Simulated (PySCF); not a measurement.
# P⁺: ionisation energy

P⁺ [Ne] 3s2 3p2 (3P) → P²⁺ [Ne] 3s2 3p1 (2P), as a difference of total energies. Calculation: PySCF 2.14, in aug-cc-pVQZ-DK (7s6p4d3f2g, 84 functions); the spin-free X2C one-electron Hamiltonian (Gaussian nucleus). Correlated levels: valence: [Ne] frozen. The calculations carry no spin-orbit coupling.

| method | ionisation energy (eV) | plus first-order spin-orbit estimate | difference from reference of that sum (eV) |
| --- | --- | --- | --- |
| UHF | 19.157 | 19.150 | -0.619 |
| LDA | 19.812 | 19.806 | +0.037 |
| PBE | 19.773 | 19.767 | -0.002 |
| PBE0 | 19.811 | 19.804 | +0.035 |
| r2SCAN | 19.935 | 19.928 | +0.159 |
| wB97X | 19.679 | 19.673 | -0.096 |
| M06 | 19.554 | 19.548 | -0.221 |
| M06-2X | 19.588 | 19.582 | -0.187 |
| TPSS | 19.824 | 19.817 | +0.048 |
| MP2 (valence) | 19.642 | 19.636 | -0.133 |
| SCS-MP2 (valence) | 19.552 | 19.545 | -0.224 |

Reference: 19.769 eV (semi-empirical (NIST evaluation); NIST Atomic Spectra Database, ionization energies).

A first-order spin-orbit estimate (lowest level to lowest level, LS coupling) adds -0.006 eV.

Errors of the correlated levels include the incompleteness of this basis and the frozen core.
